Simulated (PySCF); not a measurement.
Frontier orbitals and the lowest excitations

Compound: C4H10OSi2.
Geometry (GFN2-xTB, Å), atoms numbered from 1 in this order:
```
atom  x, y, z in Å
C1     2.670   -1.994   -0.599
C2     2.242   -0.929   -0.942
C3     1.720    0.355   -1.331
Si4    1.006    1.307    0.179
Si5   -0.625    0.109    1.261
O6    -1.755    0.026    0.093
C7    -3.010   -0.576    0.150
H8     3.053   -2.930   -0.321
H9     0.935    0.203   -2.076
H10    2.517    0.931   -1.806
H11    2.131    1.558    1.093
H12    0.620    2.623   -0.360
H13   -1.196    0.749    2.461
H14   -0.273   -1.246    1.714
H15   -3.491   -0.456   -0.822
H16   -3.630   -0.109    0.918
H17   -2.920   -1.641    0.377
```

Method: PySCF, TDDFT wB97X-D/def2-SVPD, vertical, gas phase, core orbitals frozen in the response.

Kohn–Sham orbitals with the atoms that hold most of them (Löwdin shares over 4%, at most four atoms; ? is withheld):

```
orbital  ε (eV)                              atoms
 HOMO-3  -10.09  O6 25%, Si5 20%, Si4 19%, H14 10%
 HOMO-2  -10.06    O6 42%, Si5 17%, H13 13%, C7 8%
 HOMO-1   -9.64                                  ?
   HOMO       ?     C1 35%, C2 31%, C3 13%, Si4 9%
   LUMO    1.47                                  ?
 LUMO+1    1.70   Si4 29%, Si5 19%, H12 10%, C3 9%
 LUMO+2    2.27     Si4 23%, Si5 22%, C1 9%, C7 6%
```

Give the leading atoms of the LUMO.

Si5 (bonded to O, Si and 2 H) 32%; Si4 (bonded to C, Si and 2 H) 19%; H14 (bonded to Si) 9%; H13 (bonded to Si) 8%. By element: silicon 51%, hydrogen 17% or more.

Give the leading atoms of the HOMO-1.

C1 (bonded to C and H) 40%; C2 (bonded to 2 C) 38%; C3 (bonded to C, Si and 2 H) 9%.

What is the HOMO energy, and the HOMO–LUMO gap?

ε(HOMO) = -9.23 eV; the gap is 10.70 eV (0.3932 hartree).

The HOMO–LUMO gap is 10.70 eV. Where does the response calculation put the lowest singlet, and from which orbitals?

S1 is at 6.53 eV (f = 0.0014), 4.17 eV below the gap, made of HOMO→LUMO+5 (29%), HOMO→LUMO+4 (16%), HOMO→LUMO+1 (12%). 

Next come S2 at 6.69 eV (f 0.050), HOMO→LUMO (38%), HOMO-3→LUMO (25%); S3 at 6.81 eV (f 0.0074), HOMO-2→LUMO (67%), HOMO-3→LUMO (15%); S4 at 6.85 eV (f 0.0040), HOMO-2→LUMO (18%), HOMO-1→LUMO+7 (12%), HOMO-1→LUMO (12%); S5 at 6.87 eV (f 0.0041), HOMO→LUMO+1 (45%), HOMO→LUMO+2 (11%), HOMO-1→LUMO+5 (9%).

One conformer stands for the species.
